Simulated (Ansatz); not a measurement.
Two isomers of C2H10AlNSi: A = `[CH3][AlH][CH2]N[SiH3]`, B = `CC[N]([AlH2])[SiH3]`.

Gas-phase electronic energies from Ansatz, PBE0-D4/def2-TZVP geometries. CBS: MP2 limit from def2 TZ/QZ plus the TZ coupled-cluster correction, frozen cores. DFT in def2-TZVPP. B3LYP here is the variant with VWN-RPA as its local correlation; programs differ in this. Each species was taken in one conformer, which may not be the lowest.

Q: Which is lower in electronic energy at CCSD(T)/CBS, and by how much? (Estimate.)

A: Ansatz gave: B, by 74.0 kJ/mol.

Q: Give E(B) − E(A) in kJ/mol with LDA (SPW92), B3LYP, MP2/def2-TZVPP, PBE-D4, r2SCAN-D4, B3LYP-D4, B2PLYP. (Best estimate.)

A: Ansatz gave: LDA (SPW92) -60.7, B3LYP -71.2, MP2/def2-TZVPP -79.4, PBE-D4 -60.9, r2SCAN-D4 -66.0, B3LYP-D4 -74.3, B2PLYP -75.9. None reverses the order clearly.

Q: Does the order hold for the free energy at 298.15 K (harmonic terms from PBE0-D4)? (Estimate.)

A: Ansatz gave: Yes: G(B) − G(A) = -73.0 kJ/mol, for one conformer each. Modes under 60 cm⁻¹, often nearly free rotors, make the harmonic entropy too high.

Largest T1 diagnostic: 0.012.

In def2-TZVPP, CCSD(T) changes the Hartree–Fock value by +12.3 kJ/mol (the triples alone add +0.8 kJ/mol) and MP2 by +11.1 kJ/mol. The D4 term adds −3.1 kJ/mol with B3LYP and −1.5 kJ/mol with PBE0; it sums over pairs of atoms, weighted by their polarisabilities, and B3LYP, whose exchange is more repulsive, gets the larger term.
